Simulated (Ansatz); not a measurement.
System: SrF, net charge 0, doublet state. 
Coordinates optimised at B3LYP-D3(BJ)/def2-TZVP (Ansatz, an electronic-structure program):
```xyz
2

Sr     0.0000     0.0000    -0.4018
F      0.0000     0.0000     1.6964
```
Charge 0, spin multiplicity 2.

Parts of the frozen-core correlation energy in def2-SVP (Ansatz, hartree). Frozen orbitals: 5; correlated occupied orbitals by spin: 5 and 4; virtual: 27 and 28. Open shells are spin-unrestricted. Spin-orbit coupling is left out. In def2 rows, elements after Kr have scalar-relativistic effective core potentials.

| term | value |
|---|---|
| reference (HF) | -129.76896 |
| MP2 opposite-spin | ___ |
| MP2 same-spin | ___ |
| CCSD correlation | ___ |
| (T) | -0.00295 |
| CCSDT minus CCSD(T) | -0.00014 |
| CCSDT(Q) minus CCSD(T) | -0.00069 |
| T1 diagnostic | 0.019 |
| largest doubles amplitude | 0.042 |
| <S^2> of the reference | 0.750 |

Question: Some entries are withheld; supply them.

Answer: 
- MP2 opposite-spin, value: -0.14872
- MP2 same-spin, value: -0.05836
- CCSD correlation, value: -0.20679
